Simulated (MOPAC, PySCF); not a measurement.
Cl₃In, SMILES `[Cl][In]([Cl])[Cl]`, neutral singlet in the gas phase. 

Cartesian coordinates (Å):
SMILES: [Cl][In]([Cl])[Cl]
```xyz
4

Cl    -1.2572    -1.9230     0.0915
In     0.0002    -0.0064     0.0074
Cl     2.2899    -0.1363    -0.0306
Cl    -1.0336     2.0403    -0.0427
```
Charge 0, multiplicity 1.

All levels are single points at this geometry (CAM-B3LYP-D3(BJ)/def2-TZVP); Pople sets use spherical d functions. Orbital energies aren't observables, and empty levels follow the basis.

CAM-B3LYP-D3(BJ)/def2-TZVP in PySCF gives dipole (D) = 0.01.

### Question
Estimate the dipole (D) from each of these levels: PBE-D3(BJ)/def2-TZVP in PySCF; BP86/6-31G* (LANL2DZ on In) in PySCF; PBE/6-31G* (LANL2DZ on In) in PySCF; AM1 in MOPAC; PM7 in MOPAC.

### Answer

```csv
level,dipole (D)
PBE-D3(BJ)/def2-TZVP in PySCF,0.01
BP86/6-31G* (LANL2DZ on In) in PySCF,0.01
PBE/6-31G* (LANL2DZ on In) in PySCF,0.01
AM1 in MOPAC,0.01
PM7 in MOPAC,0.01
```
